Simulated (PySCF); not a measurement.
## Energy of Tc⁻ (technetium, charge -1) between two integer charges

The 4d beta orbital of [Kr] 4d6 5s2 is emptied in steps (occupation f), with all orbitals relaxed, ending at [Kr] 4d5 5s2. Computed with PySCF 2.14 in aug-cc-pVDZ-PP with ECP28MDF (5s5p4d2f, 54 functions), with scalar relativity through the core potential. The exact energy is a straight line in f; departures are measured from the line between the end points of the same method.

| f | BLYP (eV) |
| --- | --- |
| 1 | 0.000 |
| 0.8 | -0.512 |
| 0.6 | -0.799 |
| 0.4 | -0.828 |
| 0.2 | -0.570 |
| 0 | 0.000 |

| method | E(f=0) − E(f=1) (eV) | −ε at f=1 (eV) | −ε at f=0.4 (eV) |
| --- | --- | --- | --- |
| BLYP | 0.854 | -2.207 | 1.406 |

Orbital energy along the path (eV):

```csv
f,BLYP
1,2.207
0.8,1.174
0.6,-0.036
0.4,-1.406
0.2,-2.891
0,-4.502
```

At f = 1 the orbital energy is positive for BLYP: only the finite basis holds the electron.
